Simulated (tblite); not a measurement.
Compound: C₇H₈N (doublet state).
Numbering: `[NH2:1][CH2:2][c:3]1[cH:4][c:5][cH:6][cH:7][cH:8]1` (hydrogens: H9, H10 on N1; H11, H12 on C2; H13 on C4; H14 on C6; H15 on C7; H16 on C8)

Computed geometry: GFN2-xTB, gas phase. This method treats the open shell by occupation alone, without spin polarisation.

(1) List the bond lengths, angles and torsions at this level.

Answers

(1) 
```
          bond  length (Å)
         N1–C2       1.456
         C2–C3       1.511
         C3–C4       1.399
         C4–C5       1.362
         C5–C6       1.364
         C6–C7       1.393
         C7–C8       1.383
         C3–C8       1.389
 N1–H9, N1–H10       1.015
C2–H11, C2–H12       1.093
        C4–H13       1.081
        C6–H14       1.079
        C7–H15       1.081
        C8–H16       1.082
```

Bonds in one row agree within 0.01 Å and their mean is given. A selection of angles:
```
    angle  degrees
 N1–C2–C3    113.2
 C2–C3–C4    120.0
 C2–C3–C8    121.2
 C4–C3–C8    118.8
 C3–C4–C5    117.8
 C4–C5–C6    125.0
 C5–C6–C7    117.1
 C6–C7–C8    119.8
 C3–C8–C7    121.4
 H9–N1–C2    110.2
H10–N1–C2    110.2
```

Dihedral angles: N1–C2–C3–C4 -88° (synclinal). The mirror-image conformer, all signs reversed, is as good.

C5 (carbon bonded to 2 C) is bent (angle 125.0°). C6 (carbon bonded to 2 C and H) is planar (angles 122.3°, 120.6° and 117.1°, sum 360.0°, 0.00 Å off the plane of its three neighbours). C4 (carbon bonded to 2 C and H) is planar (angles 122.1°, 120.0° and 117.8°, sum 360.0°, 0.00 Å off the plane of its three neighbours). C7 (carbon bonded to 2 C and H) is planar (angles 120.4°, 119.8° and 119.7°, sum 360.0°, 0.00 Å off the plane of its three neighbours). The 7 C–C bonds span 1.362 Å (C4–C5, aromatic) to 1.511 Å (C2–C3, drawn single), a spread of 0.149 Å. Of the pairs four or more bonds apart, H11···H13 is among the closest relative to their van der Waals radii: 2.46 Å, 103 % of the sum of Bondi's values. The 6-membered ring C3–C4–C5–C6–C7–C8 has internal angles of 117.1° to 125.0° (sum 720°, against 720° for a flat polygon); it is planar, 0.00 Å rms from its mean plane, widest ring torsion 0°.

Its GFN2-xTB frequencies are all real (lowest 33 cm⁻¹). Torsions: H–N1–C2–C3 -58° and 60°, N1–C2–C3–C4 -88°. 2 starts were optimised and ended at 0.00 and 2.04 kcal/mol (GFN2-xTB); the lowest of these is shown.

The run took 0.1 s of wall time on one thread, Arm Neoverse V2 (aarch64), no GPU, shared host with 48 logical CPUs at a one-minute load of 25. That covers the optimisation of the geometry.
